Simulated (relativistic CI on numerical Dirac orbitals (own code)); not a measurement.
Method of calculation: Dirac-Coulomb-Breit CI, orbitals from a KLI potential per configuration, model QED, unscaled Slater integrals (own radial code, finite nucleus).

The strongest absorption lines from the ground level of an ion, among the configurations computed and to levels below about 618 eV (vacuum wavelength in nm, gf): 3.9026 (0.16), 3.9082 (0.71), 3.9379 (0.77), 3.9480 (1.2), 4.3130 (0.051), 5.0217 (0.21), 5.4549 (0.59), 5.5198 (0.31).

Q: Which ion is it?
A. Ce³⁹⁺
B. Ce⁴¹⁺
C. Sm⁴⁵⁺
D. Ce⁴³⁺

A: B. Ce⁴¹⁺ has 17 electrons and the ground level 3s2 3p5 2P°_3/2; the strongest line goes to 3s2 3p4 3d 2D_5/2. The pattern of lines fixes the number of electrons, and along that sequence the line energies rise steadily with the charge (about as its square where n changes within one kind of shell, about linearly where n is kept but much faster in heavy ions where fine structure, which grows about as Z⁴, sets the gap, and irregularly where shells cross), which fixes Z. Configurations outside the model, such as inner-shell arrays, can give stronger lines. At this charge energies of transitions that change n are usually good to better than 1 %, and those within a shell (Δn = 0) to a few per cent.

LS names give the leading component of a level, which can be under half, so a name can repeat, a term be missing and a line seem to break the LS rules.
